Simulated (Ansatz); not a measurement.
Geometry optimisation, Ansatz 0.2.0, DFT PBE-D3(BJ), scalar-relativistic, plane waves, PAW.

input.yaml

```yaml
crystal:
  lattice:
    - [6.265827, 0.0, 0.0]
    - [0.0, 6.265827, 0.0]
    - [0.0, 0.0, 6.265827]
  atoms:
    - { symbol: O, position: [0.552504, 0.5939858, 0.3699965] }
    - { symbol: H, position: [0.6030106, 0.6462199, 0.2335585] }
    - { symbol: H, position: [0.5759396, 0.4413722, 0.3626131] }
    - { symbol: O, position: [0.1945982, 0.9951035, 0.8610167] }
    - { symbol: H, position: [0.1523643, 1.1080504, 0.7643009] }
    - { symbol: H, position: [0.1744819, 0.8658609, 0.7786376] }
    - { symbol: O, position: [0.9944642, 0.9313843, 0.2890469] }
    - { symbol: H, position: [0.9875834, 1.0199495, 0.1625419] }
    - { symbol: H, position: [0.8816185, 0.8277878, 0.2683522] }
    - { symbol: O, position: [0.4114156, 0.5750897, 0.8723114] }
    - { symbol: H, position: [0.4404574, 0.426257, 0.8423105] }
    - { symbol: H, position: [0.2611201, 0.5911295, 0.8399287] }
    - { symbol: O, position: [-0.0026324, 0.378711, 0.3740197] }
    - { symbol: H, position: [0.0764905, 0.4470259, 0.4878938] }
    - { symbol: H, position: [-0.0425463, 0.241616, 0.4332355] }
    - { symbol: O, position: [0.5583706, 0.9173974, 1.0120764] }
    - { symbol: H, position: [0.4674513, 1.0372859, 1.0475036] }
    - { symbol: H, position: [0.565184, 0.9199756, 0.8576692] }
    - { symbol: C, position: [0.8632833, 0.5672886, 0.8123591] }
    - { symbol: O, position: [0.8553749, 0.4419819, 0.9524328] }
    - { symbol: O, position: [0.8711917, 0.6925953, 0.6722853] }
basis:
  ecutwfc: 420.0
kpoints:
  mp_grid: { grid: [1, 1, 1] }
hamiltonian:
  xc: pbe
  dispersion: d3bj
scf:
  occupations: { method: fermi_dirac, width: 0.05 }
  lower_state_search: "off"
relax:
  f_tol: 0.3
  max_steps: 15
  adjacent_minimum: "off"
```

Run as:

```bash
$ ansatz run input.yaml --threads 1 --pin off --max-ram 3072MiB --backend cpu --events-out ev --progress --plain --runs-dir out
```

Task: Where does it end, and by what steps?

Result: It converged. The threshold is loose, so the end isn't yet a minimum. Limits of this set-up: coarse k mesh. After 14 steps the energy has fallen by 2.892 eV; H18 moved furthest, 1.63 Å.

```
step  energy less start (eV)  largest force component (eV/Å)  accepted
   0                  0.0000                           1.382       yes
   1                 -0.5006                           1.104       yes
   2                 -0.8505                           2.481       yes
   3                 -1.2254                           1.649       yes
   4                 -1.5320                           1.120       yes
   5                 -1.7599                           1.724       yes
   6                 -2.0274                           0.898       yes
   7                 -2.1533                           0.646       yes
   8                 -2.2761                           1.303       yes
   9                 -2.4801                           0.925       yes
  10                 -2.6571                           1.020       yes
  11                 -2.7962                           0.432       yes
  12                 -2.8270                           0.897       yes
  13                 -2.8721                           0.367       yes
  14                 -2.8924                           0.097       yes
```

```xyz
21
Lattice="6.2658 0.0000 0.0000 0.0000 6.2658 0.0000 0.0000 0.0000 6.2658" Properties=species:S:1:pos:R:3
O 3.084 3.207 2.569
H 3.268 4.061 2.107
H 3.843 2.649 2.339
O 1.425 6.867 5.038
H 1.042 7.348 4.242
H 1.576 5.962 4.721
O 6.255 6.423 1.034
H 6.612 6.621 0.129
H 5.368 6.029 0.909
O 1.837 3.618 5.856
H 2.128 2.748 5.522
H 1.300 3.418 6.641
O 0.566 1.968 2.915
H 1.420 2.393 2.676
H 0.350 1.305 2.197
O 3.574 5.308 7.052
H 3.022 6.105 6.988
H 3.074 4.666 6.480
C 5.231 3.727 4.619
O 4.887 2.818 5.272
O 5.564 4.654 3.991
```

Run time: 28 s on 1 thread of Arm Neoverse V1, with other jobs on the host, peak memory 0.33 GiB.
